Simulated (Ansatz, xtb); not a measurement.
**Relaxing a trial structure of BFH4PSi+**

The starting geometry of this gas-phase singlet was built from a drawn formula by distance geometry and a force field; its bonds are those of `FB1[SiH2][PH2+]1`.

| atom | x (Å) | y (Å) | z (Å) |
| --- | --- | --- | --- |
| B | -0.2916 | 0.2089 | 0.3042 |
| F | 0.7126 | -0.2608 | 1.2635 |
| P | -2.1419 | 0.3758 | -0.3117 |
| Si | -0.6673 | 1.3436 | -1.2680 |
| H | -0.5856 | 2.7606 | -0.9899 |
| H | -0.1333 | 0.7212 | -2.5233 |
| H | -2.5812 | -0.8852 | -0.8657 |
| H | -2.9324 | 1.0364 | 0.5694 |

Q: Predict what it relaxes into with r2SCAN-D4/def2-SVP.

A: It keeps its bonds, and is `FB1[SiH2][PH2+]1`. Distances that change by over a tenth: B1–F2 (1.47 → 1.28 Å), P3–Si4 (2.01 → 2.33 Å).

The energy falls by 1.84 eV over 7 steps:

| step | E − E(last) (eV) |
| --- | --- |
| 1 | 1.837 |
| 2 | 0.275 |
| 3 | 0.134 |
| 4 | 0.029 |
| 5 | 0.001 |
| 6 | 0.000 |
| 7 | 0.000 |

Final geometry (Å):

```xyz
8

B    -0.1708    0.2482    0.3244
F     0.5135   -0.3071    1.2529
P    -2.1084    0.2546   -0.1972
Si   -0.3949    1.3948   -1.2914
H    -0.5541    2.8597   -1.1128
H    -0.1504    0.8325   -2.6428
H    -2.6879   -0.9132   -0.7490
H    -3.0678    0.9310    0.5944
```

From the same start GFN2-xTB ends elsewhere, at `FB([SiH2+])P`.

No frequencies were run, so the end isn't proven a minimum. Run with Ansatz 0.2.0, 6 s on 2 threads of Intel(R) Xeon(R) 6975P-C (Granite Rapids), on a shared host.
